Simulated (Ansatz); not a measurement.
GaH5P2 (`P[PH][GaH2]`), relaxed with RKS PBE0-D4/def2-TZVP in the Gaussian-basis code of Ansatz from a GFN2-xTB geometry. The force threshold is 0.005 eV/Å; the program also tests the step.

The species carries charge 0 and has multiplicity 1.

Start:

```xyz
8

P     0.704   -1.042    0.835
P     1.148    0.873   -0.162
Ga   -1.197    1.023    0.022
H     0.373   -1.780   -0.301
H     2.010   -1.521    0.839
H     1.140    0.375   -1.472
H    -1.991    2.145    0.814
H    -2.186   -0.074   -0.576
```

(1) By how much does the energy fall, and how many steps does the optimiser take? (Estimate.)

(2) Which bonds change most? (Best estimate.)

(3) Give the relaxed structure. (Estimate.)

## Answers

(1) Computed: 0.25 eV, in 21 steps, 3 of them rejected.

(2) The calculation gave: P1–Ga3 from 2.922 to 2.573 Å; P1–P2 from 2.204 to 2.236 Å; Ga3–H8 from 1.593 to 1.561 Å; Ga3–H7 from 1.586 to 1.564 Å.

(3) The calculation gave: 
```xyz
8

P     0.481   -0.973    0.541
P     1.114    0.841   -0.604
Ga   -1.155    0.948    0.036
H     1.007   -2.027   -0.234
H     1.423   -0.977    1.592
H     0.788    0.200   -1.831
H    -1.409    1.552    1.456
H    -2.248    0.436   -0.956
```
